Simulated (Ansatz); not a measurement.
Method: r2SCAN-D4/def2-TZVP in Ansatz (a quantum-chemistry and plane-wave program). No frequencies were computed at this level.

Ansatz 0.2 input:
```yaml
crystal:
  periodic: [false, false, false]
  atoms:
    - { symbol: Br, position_ang: [-1.872349, -1.238321, -0.036603] }
    - { symbol: Al, position_ang: [-0.000026, -0.000018, 0.000001] }
    - { symbol: Br, position_ang: [2.008395, -1.002581, 0.038415] }
    - { symbol: Br, position_ang: [-0.13602, 2.240919, -0.001814] }
basis:
  gaussian: { orbitals: def2-tzvp }
hamiltonian:
  xc: r2scan
  dispersion: d4
relax:
  max_steps: 150
```

Output:

```
Functional definition: r2SCAN
1387 factors; their error is unknown
mean field evaluation 1: about -216739.4308 eV, gradient 1.5e1 eV
mean field evaluation 2: about -216739.5865 eV, gradient 1.4e1 eV
mean field evaluation 4: about -216740.0432 eV, gradient 1.2e0 eV
mean field evaluation 8: about -216739.9715 eV, gradient 8.8e-2 eV
mean field evaluation 16: about -216739.9715 eV, gradient 2.5e-5 eV
mean field -216739.97152836 eV, -7965.0470420381 hartree, gradient 2.5e-5 eV, S^2 0.000000; 0 other end points of the search recorded, 0 dependent functions left out
reference -216739.97153832 eV, -7965.0470424039 hartree; 59, 59 occupied and 122, 122 virtual orbitals, 1387 factors
relax step   1: F+E_penalty+E_count = -216740.00659550 eV  Δ(F+E_penalty+E_count) = +0.000e0 eV  max|allowed force component| = 2.098e-1 eV/Å  Δτ_max = 0.0000 Å  (27 SCF iters, accepted)
these checks for a lower state are left out or cut short: starts, cluster_reference, orbital_swaps, neighbouring_geometries, increment
1387 factors; their error is unknown
mean field -216739.97581974 eV, -7965.0471997432 hartree, gradient 1.4e-5 eV, S^2 0.000000; 0 other end points of the search recorded, 0 dependent functions left out
reference -216739.97582968 eV, -7965.0472001084 hartree; 59, 59 occupied and 122, 122 virtual orbitals, 1387 factors
relax step   2: F+E_penalty+E_count = -216740.01097960 eV  Δ(F+E_penalty+E_count) = -4.384e-3 eV  max|allowed force component| = 7.076e-3 eV/Å  Δτ_max = 0.0133 Å  (30 SCF iters, accepted)
1387 factors; their error is unknown
mean field evaluation 32: about -216740.0444 eV, gradient 1.6e-1 eV
mean field -216739.97581974 eV, -7965.0471997432 hartree, gradient 1.5e-5 eV, S^2 0.000000; 1 other end points of the search recorded, 0 dependent functions left out
reference -216739.97582968 eV, -7965.0472001084 hartree; 59, 59 occupied and 122, 122 virtual orbitals, 1387 factors
Total energy: -216740.01098954 eV, -7965.0484922094 hartree
Atom 0 at    -1.861217    -1.230971    -0.036385 Å, force     0.005829     0.003858     0.000114 eV/Å
Atom 1 at    -0.000022    -0.000013     0.000001 Å, force     0.000121     0.000059     0.000002 eV/Å
Atom 2 at     1.996453    -0.996633     0.038187 Å, force    -0.006362     0.003159    -0.000122 eV/Å
Atom 3 at    -0.135214     2.227617    -0.001803 Å, force     0.000412    -0.007076     0.000005 eV/Å
Dipole moment:    -0.000023    -0.000013    -0.000000 e Å
```

Cost: around 40 core-seconds (rough).
